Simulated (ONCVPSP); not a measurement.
What one change does to a pseudopotential (N (Z = 7), ONCV)

N, optimised norm-conserving Vanderbilt (ONCV), made with ONCVPSP 4.0.1 (PBEsol, scalar-relativistic). Core [He], reference 2s2 2p2.5 (charge +0.5). Waves: 2s: rc 0.90 bohr, ncon 4, nbas 8, qcut 8.7 1/bohr, local; 2p: rc 1.75 bohr, ncon 4, nbas 7, qcut 8.6 1/bohr, 2 projectors, debl 3.2 Ha; d scattering state at 0.08 Ha: rc 1.50 bohr, ncon 4, nbas 9, qcut 6.3 1/bohr, 1 projector. Local part: the s channel. Core correction: none.

All-electron outer shells of the reference configuration (PBEsol, scalar-relativistic, ld1.x):

```csv
shell,level (eV),outermost node (bohr),outermost maximum (bohr)
1s,-390.86,–,0.15
2s,-24.98,0.32,1.00
2p,-13.37,–,0.94
```

Change: all radii scaled by about 0.78 (s 0.70, p 1.36, d 1.18 bohr).

Cutoffs: the cutoffs (Ha) at which the residual kinetic energy of the hardest occupied pseudo-wave falls to 1 and 0.1 mHa per electron; they do not see the model core or the augmentation charge, which bear on the density cutoff. Errors are all-electron minus pseudo energies relative to the spin-unpolarised reference configuration.

Task: What does the change do?

Result: The potential gets harder (30 Ha and 40 Ha → 103 Ha and 342 Ha); of the 4 tests that both files solve, the error grows in 0 and shrinks in 4 by more than 15 % and 0.3 meV (median size 83.2 → 41.3 meV); neither file shows a bound ghost. A smaller radius makes the pseudo-wave follow the all-electron one further in, where it bends more sharply, so more plane waves are needed. Less of the atom is replaced, so other configurations are described better.

| quantity | base | changed |
| --- | --- | --- |
| cutoff, loose | 30 Ha | 103 Ha |
| cutoff, tight | 40 Ha | 342 Ha |
| loose cutoff by channel | s 30 Ha, p 23 Ha | s 103 Ha, p 29 Ha |
| bound ghosts | none | none |
| GHOST(+) flags under 300 eV | none | none |
| error for 2s2 2p3, meV [ΔE -5.06 eV] | +4.1 | +1.9 |
| error for 2s2 2p2, meV [ΔE 8.46 eV] | +8.8 | +3.9 |
| error for 2s2 2p1, meV [ΔE 37.20 eV] | +158 | +79 |
| error for 2s1 2p0, meV [ΔE 161.60 eV] | +1377 | +825 |
